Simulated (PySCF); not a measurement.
Members of one family of related compounds. Method: PySCF, TDDFT B3LYP/def2-SVPD, vertical, gas phase, core orbitals frozen in the response. Geometries: PBE0-D3(BJ)/def2-SVP; one conformer of each isolated species. Triplets are in the Tamm–Dancoff approximation.

Question: Rank by computed lowest singlet excitation energy, lowest first.
A. `CC(=O)[SiH2][SiH2][SiH2][SiH3]`
B. `OB(O)[SiH2][SiH2][SiH2][SiH3]`
C. `[SiH3][SiH2][SiH2][SiH2]N1C=CC=C1`
D. `CC(C)(C)[SiH2][SiH2][SiH2][SiH3]`
E. `O=CO[SiH2][SiH2][SiH2][SiH3]`
F. `[SiH3][SiH2][SiH2][SiH2]C1=CC=CC=N1`

Answer: A (3.55 eV), F (4.42 eV), C (4.66 eV), E (5.68 eV), B (5.86 eV), D (6.13 eV).

```
                          SMILES  S1 (eV)  HOMO (eV)  LUMO (eV)  T1 (eV)  first f ≥ 0.01 (nm)    S1 mainly
  CC(=O)[SiH2][SiH2][SiH2][SiH3]     3.55      -6.94      -1.80     2.95                  230    H→L (96%)
[SiH3][SiH2][SiH2][SiH2]c1ccccn1     4.42      -7.18      -1.63     3.88                  246    H→L (90%)
 [SiH3][SiH2][SiH2][SiH2]n1cccc1     4.66      -6.18      -0.78     4.09                  266    H→L (95%)
    O=CO[SiH2][SiH2][SiH2][SiH3]     5.68      -7.73      -0.95     5.21                  204  H-2→L (66%)
   OB(O)[SiH2][SiH2][SiH2][SiH3]     5.86      -7.43      -0.83     5.31                  211  H→L+1 (66%)
CC(C)(C)[SiH2][SiH2][SiH2][SiH3]     6.13      -7.30      -0.38     5.55                  202    H→L (76%)
```

H and L stand for HOMO and LUMO.

Mean S1 by what the SMILES shows (count): single bonds only 6.00 eV (2); a double or triple bond but no aromatic ring 4.61 eV (2); an aromatic ring 4.54 eV (2).
